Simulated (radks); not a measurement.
Values are calculated unless marked as measured or tabulated.
Problem. The strontium ion Sr37+, 1s1. Code: a radial shooting solver on a logarithmic mesh with Libxc functionals. Model: non-relativistic Kohn-Sham, exchange-only PBE, spin-polarised, spherical densities, point nucleus. Every spin shell is full or empty, so the densities are truly spherical. Functionals are evaluated on that one density, not self-consistently. Rank these exchange functionals by their error against the exact value of the orbitals, and give that value: LDA, PBEsol, RPBE, PW86, OPTX, WC, AM05, EV93, TPSS.

Solution. Exact: -11.8686 hartree. From best to worst, with 100 (|E| - |E exact|)/|E exact| (equal figures are ties): TPSS +0.01, PW86 -0.35, RPBE -0.41, OPTX -0.60, EV93 +3.70, WC -4.04, PBEsol -6.33, AM05 -11.01, LDA -14.22.
